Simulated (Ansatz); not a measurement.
Species: sum formula BN2H5 (charge 0, singlet). SMILES: NBN
Structure (B3LYP-D3(BJ)/def2-TZVP (Ansatz, a program for electronic structure) minimum search):
```
B
N 1 1.4120
H 2 1.0034 1 122.04
H 2 1.0060 3 113.52 1 -180.00
N 1 1.4120 2 122.86 3 -180.00
H 5 1.0034 1 122.04 2 -180.00
H 5 1.0060 6 113.52 1 -180.00
H 1 1.1954 2 118.57 3 0.00
```
Charge 0, spin multiplicity 1.

Parts of the frozen-core correlation energy in 6-31G (Ansatz, hartree). Frozen orbitals: 3; correlated occupied orbitals by spin: 9 and 9; virtual: 25 and 25. No spin-orbit coupling. No relativistic terms.

```csv
term,value
reference (HF),-136.53003
MP2 opposite-spin,___
MP2 same-spin,-0.06048
CCSD correlation,___
(T),___
T1 diagnostic,0.013
largest doubles amplitude,0.042
```

Task: Fill in the missing entries.

Result: 
- MP2 opposite-spin, value: -0.20824
- CCSD correlation, value: -0.29494
- (T), value: -0.00581
